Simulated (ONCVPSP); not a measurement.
Varying the ONCV potential for P

Base potential:

* Element: phosphorus
* Generator: ONCVPSP 4.0.1
* Type: optimised norm-conserving Vanderbilt (ONCV)
* Functional: PBE
* Relativity: scalar-relativistic
* Frozen core: [Ne]
* Valence charge: 5
* Reference configuration: 3s2 3p3
* Partial waves: 3s: rc 1.55 bohr, ncon 4, nbas 7, qcut 4.2 1/bohr, 2 projectors, debl 0.6 Ha; 3p: rc 1.40 bohr, ncon 4, nbas 9, qcut 6.6 1/bohr, 3 projectors, debl 2.8 Ha
* Local potential: polynomial inside 1.05 bohr (lpopt 4, dvloc0 0 Ha)
* Core correction: Teter function fitted to the true core (icmod 2), fcfact 0.35

Cutoffs, loose and tight: the cutoffs (Ha) at which the residual kinetic energy of the hardest occupied pseudo-wave falls to 1 and 0.1 mHa per electron. They do not see the model core or the augmentation charge, which bear on the density cutoff. Test errors are all-electron minus pseudo excitation energies from the reference, over the configurations 3s2 3p2; 3s2 3p1; 3s2 3p0; 3s1 3p0. A dash means not determined; rows that change the core or the reference have their own tests.

For the base: The cutoffs count occupied waves only; projector 2 of the p channel, the hardest unoccupied one, needs 135 Ha at the loose tolerance.

A true bound ghost makes a file unfit for plane-wave use even where its test errors are small: the radial tests pick states by their node count and pass the ghost by.

```tsv
change	outcome	cutoff, loose	cutoff, tight	bound ghosts	GHOST(+) flags above zero	largest test error (meV)
base	generated	11 Ha	40 Ha	p	s, p	+216
local potential polynomial inside 1.05 bohr (lpopt 4, dvloc0 -2.5 Ha)	generated	11 Ha	40 Ha	p	s, p	+216
local potential polynomial inside 1.05 bohr (lpopt 4, dvloc0 1 Ha)	generated	11 Ha	40 Ha	p	s, p	+216
local potential polynomial inside 1.05 bohr (lpopt 4, dvloc0 4 Ha)	generated	11 Ha	40 Ha	p	p	+216
local potential polynomial inside 1.05 bohr (lpopt 4, dvloc0 5.5 Ha)	generated	11 Ha	40 Ha	p	none	+216
local potential polynomial inside 1.05 bohr (lpopt 4, dvloc0 7 Ha)	generated	11 Ha	40 Ha	p	none	+216
local potential polynomial inside 1.05 bohr (lpopt 4, dvloc0 9.5 Ha)	generated	11 Ha	40 Ha	p	none	+216
```

Reading the sweep of the dvloc0 (base included, trends over the rows without a ghost): Bound ghosts are found at -2.5, 0, 1, 4, 5.5, 7, 9.5 Ha. Every judged row has one, so this setting neither creates nor removes them.
